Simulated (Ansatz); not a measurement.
The cluster Ge5H4⁺. Charge 1, multiplicity 2. Geometry r2SCAN-D4/def2-SVP; atoms count from 1.

Cartesian coordinates in Å:
```
Ge -1.365 -1.369 0.332
Ge 0.456 -0.407 1.722
Ge 1.066 1.012 -0.576
Ge 2.806 -0.150 0.731
Ge -1.031 0.275 -1.315
H 1.666 -1.438 0.818
H -2.073 1.228 -1.924
H -2.782 -1.689 0.835
H 1.258 2.536 -0.623
```

Another isomer (doublet) lies 0.74 eV lower at PBE0-D4/def2-TZVP; other spin states weren't run for this one.

Problem. Estimate the Mulliken populations from the PBE0/def2-TZVP orbitals of Ansatz.

Solution. 
```tsv
atom	charge (e)	spin (α − β)
Ge1	0.08	0.62
Ge2	0.12	0.08
Ge3	-0.05	0.12
Ge4	0.26	0.20
Ge5	0.11	-0.04
H6	0.12	0.01
H7	0.12	0.01
H8	0.13	0.01
H9	0.11	-0.01
```
Mulliken values depend strongly on the basis.

Problem. Where does the spin sit?

Solution. Summed by element: Ge 0.98, H 0.02, of 1 unpaired in all. Largest on single atoms: Ge1 0.62, Ge4 0.20, Ge3 0.12.

Problem. And the Mayer bond orders between heavy atoms (over 0.3)?

Solution. Ge1–Ge2 0.84 (2.48 Å); Ge1–Ge5 1.03 (2.35 Å); Ge2–Ge3 0.53 (2.77 Å); Ge2–Ge4 0.70 (2.56 Å); Ge3–Ge4 0.86 (2.47 Å); Ge3–Ge5 1.09 (2.34 Å).
